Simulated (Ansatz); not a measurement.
`[AlH3-][AsH3+]`, relaxed with RKS PBE0-D4/def2-TZVP in the Gaussian-basis code of Ansatz from a PBE-D4/def2-SVP geometry. The force threshold is 0.005 eV/Å; the program also tests the step.

The species carries charge 0 and has multiplicity 1.

Start:

```xyz
8

Al   -0.357    0.475   -1.440
As    0.252   -0.338    1.022
H    -1.411   -0.699   -1.757
H    -0.912    1.923   -1.010
H     1.135    0.361   -2.033
H     1.691   -0.691    1.387
H    -0.385   -1.594    1.608
H    -0.013    0.563    2.224
```

```csv
step,energy (eV),largest force (eV/Å),largest move (Å)
1,-67524.7422,0.487,0.000
2,-67524.7553,0.054,0.019
3,-67524.7555,0.008,0.004
4,-67524.7555,0.001,0.002
```

End:

```xyz
8

Al   -0.353    0.470   -1.425
As    0.253   -0.339    1.025
H    -1.400   -0.691   -1.743
H    -0.905    1.908   -1.005
H     1.124    0.358   -2.019
H     1.679   -0.684    1.374
H    -0.384   -1.583    1.590
H    -0.015    0.561    2.204
```

Run time 11 s (2 threads of a server CPU on a shared host); peak host memory 0.26 GiB.
